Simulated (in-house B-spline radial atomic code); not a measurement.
A fraction x of an electron is removed from 4p in Rb II (Rb+), starting from [Ar] 3d10 4s2 4p6 and keeping the highest spin. Method: scalar-relativistic (X2C) PW91, spin-polarised, spherical fractional occupations, Fermi nucleus of rms radius 4.2036 fm. Calculated with a radial B-spline atomic code at the basis-set limit.

```csv
x,E(x) - E(0) (eV),4p down level (eV)
0,0.0000,-21.707
0.11,2.4555,-22.940
0.17,3.8522,-23.617
0.29,6.7680,-24.981
0.45,10.9117,-26.819
0.5,12.2671,-27.398
0.59,14.7799,-28.444
0.63,15.9271,-28.911
0.79,20.7031,-30.793
1,27.4313,-33.290
```

The exact functional would give a straight line between the two integer points. Deviations E(x) - E(0) - x[E(1) - E(0)], in eV: -0.562 at x = 0.11, -0.811 at x = 0.17, -1.187 at x = 0.29, -1.432 at x = 0.45, -1.449 at x = 0.5, -1.405 at x = 0.59, -1.355 at x = 0.63, -0.968 at x = 0.79.

The curve lies below the straight line by up to 1.449 eV (at x = 0.5): convex, the delocalisation error that favours fractional charges.

Problem. How well does Slater's transition state (minus the level at half occupation) give the ionisation energy?

Solution. It gives 27.398 eV against 27.431 eV from the two total energies; NIST lists 27.29 eV, ground level to ground level.
